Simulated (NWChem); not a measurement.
Species: hydrogen bromide (HBr); SMILES Br

Program: NWChem. Medium grid unless said otherwise, to which SCAN and Minnesota functionals are sensitive. Structure relaxed at the PBE0/def2-SVP level.

For level BLYP/def2-TZVPD:

- highest occupied level (eV): -7.32
- orbital gap (eV): 5.95

### Question
What are these values for level r2SCAN/def2-TZVPD?

### Answer
| Item | Value |
|---|---|
| highest occupied level (eV) | -7.79 |
| orbital gap (eV) | 6.92 |
